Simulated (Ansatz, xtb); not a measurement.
## Two isomers of C5H7BO

Structure I is `BC1=C(O)C=CC1`, a singlet and structure II is `BC1=CC=C(O)C1`, a singlet. Both are isolated molecules in the gas phase, relaxed with B3LYP-D3(BJ)/def2-SVP; the shapes shown needn't be the lowest conformers.

I (Å):

```
atom    x (Å)    y (Å)    z (Å)
   C  -1.4825  -0.2304  -0.7769
   C  -0.4756   0.5029  -1.3827
   C   0.2248   1.3463  -0.4157
   C  -0.3335   1.1513   0.8018
   C  -1.4443   0.1549   0.6891
   B  -2.4223  -1.2095  -1.4390
   O  -0.1671   0.4598  -2.6843
   H  -3.2625  -1.7853  -0.7837
   H  -2.3508  -1.4313  -2.6236
   H   0.5688   1.0573  -2.8704
   H   1.0559   2.0137  -0.6569
   H  -0.0305   1.6386   1.7301
   H  -2.4036   0.5858   1.0344
   H  -1.2663  -0.7172   1.3472
```

II (Å):

```
atom    x (Å)    y (Å)    z (Å)
   C  -1.0463   0.1675  -1.4715
   C  -0.0664  -0.6707  -0.9731
   C   0.0580  -0.5818   0.4584
   C  -0.8616   0.3336   0.8933
   C  -1.6350   0.8855  -0.2686
   B  -1.4319   0.3181  -2.9237
   O  -1.0522   0.6925   2.1691
   H  -2.3070   1.0807  -3.2692
   H  -0.8564  -0.3358  -3.7634
   H   0.5449  -1.3270  -1.5972
   H   0.7511  -1.1348   1.0907
   H  -1.7557   1.3533   2.2248
   H  -1.5195   1.9830  -0.3429
   H  -2.7183   0.6912  -0.1586
```

Quicker runs give these differences E(II) − E(I): GFN2-xTB −0.21 kcal/mol; HF/STO-3G +1.33 kcal/mol (at GFN2-xTB geometries); r2SCAN-D4/def2-SVP +0.22 kcal/mol (at GFN2-xTB geometries).

**Question.** Which of the two would you expect CCSD(T)/def2-SVP + ΔMP2/def2-TZVPP electronic energies to favour?

**Answer.** Too close to call at this level: CCSD(T)/def2-SVP + ΔMP2/def2-TZVPP gives E(II) − E(I) = +0.93 kcal/mol.

The same difference at several levels:

```csv
level,geometry,E(II) − E(I) (kcal/mol),departure from the last row (kcal/mol),"job, with rough time for the two"
GFN2-xTB,GFN2-xTB,−0.21,−1.15,"optimisation, 0.15 s"
HF/STO-3G,GFN2-xTB,+1.33,+0.40,"single point, 0.68 s"
r2SCAN-D4/def2-SVP,GFN2-xTB,+0.22,−0.71,"single point, 3.5 s"
B3LYP-D3(BJ)/def2-SVP,B3LYP-D3(BJ)/def2-SVP,+0.09,−0.85,"optimisation, 51 s"
HF/def2-SVP,B3LYP-D3(BJ)/def2-SVP,+0.86,−0.07,part of the CCSD(T) run
MP2/def2-SVP,B3LYP-D3(BJ)/def2-SVP,+0.76,−0.17,part of the CCSD(T) run
CCSD(T)/def2-SVP,B3LYP-D3(BJ)/def2-SVP,+1.13,+0.20,single point
CCSD(T)/def2-SVP + ΔMP2/def2-TZVPP,B3LYP-D3(BJ)/def2-SVP,+0.93,,"single point, 53 s"
```

As drawn, both hold the same kinds of bond in the same numbers.

The largest departure from CCSD(T)/def2-SVP + ΔMP2/def2-TZVPP is that of GFN2-xTB, 1.15 kcal/mol. The last row adds to CCSD(T) the change of the MP2 difference between the two basis sets, here −0.20 kcal/mol.

With thermal terms from frequencies at re-optimised GFN2-xTB minima (ideal gas, soft modes damped towards free rotors, one conformer each, 298.15 K, 1 atm): the zero-point term adds +0.05 kcal/mol; ΔH is +1.00 and ΔG +0.96 kcal/mol.

The correlated steps freeze 7 core orbitals. Run with Ansatz 0.2.0, xtb 6.7.1; the last row on 2 threads of Intel(R) Xeon(R) 6975P-C (Granite Rapids) on a shared host.
